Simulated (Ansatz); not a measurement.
# GaH: state-averaged CASSCF

Computed with Ansatz's Gaussian-basis code (development build). State-averaged CASSCF with equal weights; occupations are averaged over the states; levels count from the state that is lowest in CASSCF. Small basis; these aren't basis-limit values. Solutions may break the symmetry of the shape. The lowest solution met needn't be the lowest there is, nor hold the orbitals that a chemist would pick. The average may hold one member of a degenerate pair alone.

Geometry: bond length 2.4945 Å. A bond is stretched, to 1.63 times the sum of the covalent radii.

Basis def2-SVP, nonrelativistic, 14 orbitals frozen in the corrections; active space CAS(4,5). Averaged: 2 singlets.

Q: Give the levels in order.

A: 

| state | CASSCF (eV) | SC-NEVPT2 (eV) |
| --- | --- | --- |
| singlet | 0.000 | 0.000 |
| singlet | 1.696 | 1.697 |

Occupations: 1.93, 1.38, 0.51, 0.13, 0.04.
